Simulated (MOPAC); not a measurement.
Job for MOPAC: PM3 on H2 (SMILES [H][H]).

```
PM3 1SCF PRECISE CHARGE=0 THREADS=1
H2

H      0.08293331 1    -0.26801023 1     3.51266804 1
H      0.30819009 1     0.22197902 1     2.99954857 1
```

Output:

```
*******************************************************************************
 **                                                                           **
 **                              MOPAC v23.2.5                                **
 **                                                                           **
 *******************************************************************************
 ** MOPAC's Digital Object Identifier: https://doi.org/10.5281/zenodo.6511958 **
 **                                                                           **
 ** Please cite the open-source release paper for use of this MOPAC version:  **
 ** J. E. Moussa and J. J. P. Stewart (2026)                                  **
 ** MOPAC: An open-source semiempirical molecular orbital program             **
 ** J. Open Source Softw., 11(119), 8025, https://doi.org/10.21105/joss.08025 **
 *******************************************************************************

                              PM3 CALCULATION RESULTS

 *******************************************************************************
 *  PM3        - The PM3 Hamiltonian to be used
 *
 *
 *
 *                 CHARGE ON SYSTEM = 0
 *
 *
 *
 *  PRECISE    - TIGHTER CRITERIA TO BE USED
 *  1SCF       - DO 1 SCF AND THEN STOP
 *  THREADS=1  - MULTI-THREADING NOT USED
 *  T=         - A TIME OF 172800.0 SECONDS REQUESTED
 *  DUMP=N     - RESTART FILE WRITTEN EVERY 7200.0 SECONDS REQUESTED
 *******************************************************************************
PM3 1SCF PRECISE CHARGE=0 THREADS=1
 H2

   ATOM   CHEMICAL          X               Y               Z
  NUMBER   SYMBOL      (ANGSTROMS)     (ANGSTROMS)     (ANGSTROMS)

     1       H          0.08293331  *  -0.26801023  *   3.51266804  *
     2       H          0.30819009  *   0.22197902  *   2.99954857  *



          CARTESIAN COORDINATES

    NO.       ATOM           X           Y           Z

     1         H          0.0829     -0.2680      3.5127
     2         H          0.3082      0.2220      2.9995

  H: (PM3): J. J. P. STEWART, J. COMP. CHEM. 10, 209 (1989).

           Empirical Formula: H2  =     2 atoms



      MOLECULAR POINT GROUP   :   D*h


      RHF CALCULATION, NO. OF DOUBLY OCCUPIED LEVELS = 1


 -------------------------------------------------------------------------------
 PM3 1SCF PRECISE CHARGE=0 THREADS=1
 H2



     1SCF WAS SPECIFIED, SO BFGS WAS NOT USED
     SCF FIELD WAS ACHIEVED


                              PM3 CALCULATION
                                                       MOPAC v23.2.5 Linux




          FINAL HEAT OF FORMATION =        -12.56164 KCAL/MOL =     -52.55792 KJ/MOL


          COSMO AREA              =         27.23 SQUARE ANGSTROMS
          COSMO VOLUME            =         13.08 CUBIC ANGSTROMS

          IONIZATION POTENTIAL    =         15.848166 EV
          HOMO LUMO ENERGIES (EV) =        -15.848  4.496
          NO. OF FILLED LEVELS    =          1
          MOLECULAR WEIGHT        =          2.0158         POINT GROUP:  D*h

          MOLECULAR DIMENSIONS (Angstroms)

            Atom       Atom       Distance
            H     2    H     1     0.74439
            H     2    H     1     0.00000
            H     1    H     2     0.00000


          SCF CALCULATIONS        =          1





   ATOM   CHEMICAL          X               Y               Z
  NUMBER   SYMBOL      (ANGSTROMS)     (ANGSTROMS)     (ANGSTROMS)

     1       H          0.08293331  *  -0.26801023  *   3.51266804  *
     2       H          0.30819009  *   0.22197902  *   2.99954857  *

                             CARTESIAN COORDINATES

   1    H        0.082933310    -0.268010230     3.512668040
   2    H        0.308190090     0.221979020     2.999548570


           Empirical Formula: H2  =     2 atoms



      MOLECULAR POINT GROUP   :   D*h


                  EIGENVALUES
 -15.84817   4.49573


              NET ATOMIC CHARGES AND DIPOLE CONTRIBUTIONS

  ATOM NO.   TYPE          CHARGE      No. of ELECS.   s-Pop
    1          H          -0.000000        1.0000     1.00000
    2          H           0.000000        1.0000     1.00000
 DIPOLE           X         Y         Z       TOTAL
 POINT-CHG.     0.000     0.000    -0.000     0.000
 HYBRID         0.000     0.000     0.000     0.000
 SUM            0.000     0.000    -0.000     0.000


          ATOMIC ORBITAL ELECTRON POPULATIONS

     Atom    s
    1  H   1.00000
    2  H   1.00000

 **********************
 *                    *
 * JOB ENDED NORMALLY *
 *                    *
 **********************




 == MOPAC DONE ==
```

The run finished.

Cost: very roughly 0.020 core-seconds.
